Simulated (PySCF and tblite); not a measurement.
Results of a calculation; reference values are marked as such.
C₆H₁₁F, numbered as in [F:1][CH:2]1[CH2:3][CH2:4][CH2:5][CH2:6][CH2:7]1.

Level: PBE0-D3(BJ)/def2-TZVP//PBE0-D3(BJ)/def2-SVP, thermal terms from GFN2-xTB, symmetry numbers and mirror pairs counted. Conformers within 4 kcal/mol (GFN2-xTB free energy) were kept, 5 at most. GIAO shieldings: PBE0/pcSseg-1. Shifts are against TMS (¹H), TMS (¹³C), CFCl3 (¹⁹F) at the same level; of two unlike H on one atom, a is the less shielded. (PySCF 2.14, tblite 0.8.)

**Question.** What shifts does this protocol give at 298.15 K under fast conformational exchange?

**Answer.** ¹H: 4.29 (H2, 1H), 1.68 (H4a/H6a, 2H), 1.65 (H3a/H7a, 2H), 1.47 (H3b/H7b, 2H), 1.31 (H5a, 1H), 1.20 (H5b, 1H), 1.19 (H4b/H6b, 2H) ppm. ¹³C: 90.1 (C2), 34.7 (C3/C7), 27.6 (C5), 24.9 (C4/C6) ppm. ¹⁹F: -199.1 (F1) ppm.

**Question.** How do the conformers differ?

**Answer.** The 6-ring runs over atoms 2–3–4–5–6–7.
```
conformer                                       shape  weight %
        1  6-ring chair (all substituents equatorial)      63.1
        2                     6-ring chair (F1 axial)      36.9
```

```csv
signal,1,2,average
H2,4.12,4.59,4.29
H3a/H7a,1.97,1.11,1.65
H3b/H7b,1.21,1.90,1.47
H4a/H6a,1.64,1.75,1.68
H4b/H6b,1.11,1.32,1.19
H5a,1.43,1.11,1.31
H5b,0.98,1.59,1.20
C2,91.4,88.0,90.1
C3/C7,35.5,33.4,34.7
C4/C6,26.4,22.3,24.9
C5,27.3,28.1,27.6
F1,-192.2,-210.9,-199.1
```

**Question.** Which signal moves most, for its nucleus, between 220 and 380 K through the change of populations alone?

**Answer.** H3a/H7a: 1.69 ppm at 220 K, 1.67 ppm at 260 K, 1.65 ppm at 298.15 K, 1.64 ppm at 340 K, 1.63 ppm at 380 K.

Unscaled ¹⁹F shifts at such levels can be off by tens of ppm; differences between conformers or isomers are more reliable. Shifts are unscaled: against experiment ¹³C can be off by 15 ppm or more and ¹H by 0.8 ppm.
